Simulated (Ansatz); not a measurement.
GeH$_{7}$NO$_{3}$Si, SMILES `[OH][GeH2][NH][SiH](O)O`. The species carries charge 0 and has multiplicity 1. The structure was optimised at the PBE0-D4/def2-TZVP level. It is one conformer, not always the lowest.

```xyz
13

O    -1.148   -0.360   -1.697
Ge    0.617   -0.024   -1.588
N     0.970   -0.243    0.178
Si    0.055    0.410    1.487
O    -1.357    0.914    0.843
O    -0.070   -0.708    2.679
H    -1.561    0.039   -2.466
H     1.417   -1.055   -2.401
H     0.818    1.415   -2.098
H     1.726   -0.875    0.394
H     0.684    1.559    2.163
H    -1.631    0.455    0.035
H    -0.521   -1.528    2.469
```

What is the dipole moment at r2SCAN/def2-TZVPP? (Best estimate.)

Ansatz gave: 3.76 D, with components (0.89, -1.57, -3.29) D in this frame, pointing from negative to positive charge.

And with PBE, B3LYP, ωB97M-V? (Estimate.)

Computed: PBE 3.66 D, B3LYP 3.82 D, ωB97M-V 3.88 D.

Give the Mulliken charges with r2SCAN, B3LYP, PBE in def2-TZVPP. (Best estimate.)

The calculation gave: 
```tsv
atom	r2SCAN	B3LYP	PBE
O1	-0.47	-0.45	-0.41
Ge2	0.47	0.44	0.38
N3	-0.45	-0.40	-0.35
Si4	0.70	0.67	0.54
O5	-0.43	-0.42	-0.37
O6	-0.41	-0.39	-0.35
H7	0.20	0.18	0.18
H8	-0.02	-0.01	-0.02
H9	-0.02	-0.02	-0.02
H10	0.15	0.13	0.14
H11	-0.11	-0.11	-0.10
H12	0.21	0.20	0.19
H13	0.20	0.18	0.18
```

B3LYP here is the variant with VWN-RPA as its local correlation; programs differ in this.
